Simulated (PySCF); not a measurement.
Compound: C9H13N.
Numbering: `[CH3:1][N:2]([CH3:3])[C@H:4]1[C@H:5]2[CH:6]=[CH:7][C@@H:8]1[CH:9]=[CH:10]2` (hydrogens: H11, H12, H13 on C1; H14, H15, H16 on C3; H17 on C4; H18 on C5; H19 on C6; H20 on C7; H21 on C8; H22 on C9; H23 on C10)

Method: PBE0-D3(BJ)/def2-SVP geometry optimisation, gas phase (PySCF); density fitting, grid level 1; the optimiser is geomeTRIC in internal coordinates, started from a GFN2-xTB structure.

Step 0: E = -11012.1758 eV
```
atom  x, y, z in Å  |  force x, y, z in eV/Å
C1      1.7765    1.5599   -0.1966   -0.369  -0.627  -0.133
N2      1.1374    0.2843   -0.4450    0.277  -0.027   0.438
C3      2.1211   -0.7709   -0.5749   -0.543   0.503   0.052
C4      0.1613   -0.0258    0.5786    0.386   0.124  -0.458
C5     -1.0610    0.9257    0.6249   -0.116  -0.261  -0.024
C6     -1.6640    0.5974   -0.7301    0.078   0.310   0.020
C7     -1.4746   -0.6951   -0.9411    0.170  -0.261  -0.074
C8     -0.7420   -1.2465    0.2699   -0.197   0.208   0.057
C9     -1.7023   -1.1178    1.4383    0.330  -0.337   0.021
C10    -1.8920    0.1756    1.6500    0.228   0.397   0.132
H11     2.5228    1.7363   -0.9694    0.283   0.150  -0.246
H12     1.0362    2.3546   -0.2507   -0.200   0.387   0.008
H13     2.2724    1.6035    0.7868    0.200   0.091   0.308
H14     2.8494   -0.4822   -1.3310    0.299   0.020  -0.263
H15     2.6551   -0.9737    0.3680    0.230  -0.121   0.270
H16     1.6330   -1.6852   -0.9042   -0.081  -0.408  -0.119
H17     0.6412   -0.1179    1.5729    0.016  -0.027   0.185
H18    -0.8927    1.9764    0.8376    0.110   0.396   0.080
H19    -2.1652    1.3192   -1.3455   -0.335   0.362  -0.448
H20    -1.7813   -1.2990   -1.7730   -0.241  -0.284  -0.553
H21    -0.2770   -2.2199    0.1520    0.221  -0.350  -0.044
H22    -2.1390   -1.9583    1.9437   -0.325  -0.443   0.344
H23    -2.5225    0.6594    2.3718   -0.420   0.199   0.448
```

Step 1: E = -11012.2682 eV
```
atom  x, y, z in Å  |  force x, y, z in eV/Å
C1      1.7934    1.5573   -0.1784    0.064   0.114  -0.012
N2      1.1684    0.2857   -0.4228   -0.136  -0.024   0.010
C3      2.1358   -0.7698   -0.5564    0.097  -0.076  -0.045
C4      0.1542   -0.0215    0.5477    0.060  -0.013   0.125
C5     -1.0825    0.9285    0.5968    0.052   0.143   0.054
C6     -1.7064    0.6013   -0.7605   -0.015   0.063  -0.053
C7     -1.5148   -0.7010   -0.9730   -0.001  -0.046  -0.072
C8     -0.7629   -1.2462    0.2418    0.095  -0.134   0.009
C9     -1.6782   -1.1238    1.4582   -0.087  -0.045   0.018
C10    -1.8701    0.1815    1.6712   -0.095   0.011   0.028
H11     2.5385    1.7603   -0.9645   -0.022   0.003   0.032
H12     1.0538    2.3718   -0.2108    0.017  -0.039  -0.002
H13     2.3189    1.6151    0.8056   -0.033  -0.018  -0.046
H14     2.8703   -0.5013   -1.3328   -0.020  -0.019   0.029
H15     2.7019   -0.9782    0.3838   -0.040   0.020  -0.040
H16     1.6545   -1.7078   -0.8720    0.002   0.041   0.010
H17     0.5942   -0.1235    1.5688   -0.018   0.010  -0.078
H18    -0.9024    1.9926    0.8020    0.004  -0.041  -0.003
H19    -2.2336    1.3180   -1.3926    0.019  -0.032   0.027
H20    -1.8480   -1.3030   -1.8203    0.010   0.027   0.037
H21    -0.2822   -2.2256    0.1131   -0.009   0.040   0.010
H22    -2.1118   -1.9665    2.0001    0.024   0.034  -0.016
H23    -2.4979    0.6560    2.4279    0.033  -0.018  -0.024
```

Q: Estimate the geometry and energy of step 2. (The exact step hangs on the optimiser's Hessian estimate; all steps are aligned on step 1, rigid shifts and turns removed.)

A: E = -11012.2715 eV, largest force 0.081 eV/Å
```
atom  x, y, z in Å  |  force x, y, z in eV/Å
C1      1.7863    1.5601   -0.1848    0.018   0.014   0.003
N2      1.1622    0.2840   -0.4178   -0.016  -0.002   0.006
C3      2.1298   -0.7716   -0.5648    0.020  -0.008  -0.001
C4      0.1575   -0.0237    0.5621    0.002  -0.013   0.080
C5     -1.0771    0.9298    0.6087    0.006  -0.007  -0.007
C6     -1.6851    0.6040   -0.7575   -0.020  -0.022  -0.028
C7     -1.4938   -0.6996   -0.9698   -0.025   0.024  -0.019
C8     -0.7572   -1.2501    0.2534    0.004   0.011  -0.004
C9     -1.6908   -1.1253    1.4576    0.006   0.012  -0.008
C10    -1.8825    0.1804    1.6704    0.010  -0.009  -0.013
H11     2.5220    1.7659   -0.9774   -0.004  -0.007   0.000
H12     1.0420    2.3689   -0.2110   -0.001  -0.004  -0.003
H13     2.3194    1.6202    0.7930   -0.003   0.003  -0.006
H14     2.8557   -0.5055   -1.3485   -0.006   0.006   0.002
H15     2.7036   -0.9793    0.3687   -0.003  -0.002  -0.007
H16     1.6425   -1.7073   -0.8741   -0.003   0.003  -0.002
H17     0.5989   -0.1248    1.5799    0.021   0.004  -0.008
H18    -0.8951    1.9918    0.8166    0.001  -0.010   0.010
H19    -2.2033    1.3211   -1.3943   -0.002  -0.004  -0.004
H20    -1.8190   -1.2983   -1.8209   -0.004   0.005  -0.003
H21    -0.2757   -2.2283    0.1286   -0.001   0.006   0.013
H22    -2.1312   -1.9665    1.9939    0.000   0.000   0.001
H23    -2.5162    0.6542    2.4208    0.001   0.000   0.001
```

The energy changes by -0.0032 eV. The first-order estimate −F·Δx gives -0.0066 eV and the mean of the old and new forces, exact on a quadratic surface, -0.0034 eV. The step makes an angle of 80° with the force vector and moves no atom by more than 0.030 Å.

The cost below is that of the whole optimisation. Time: 1.8 min wall. Hardware: Arm Neoverse V1, one thread (shared host).
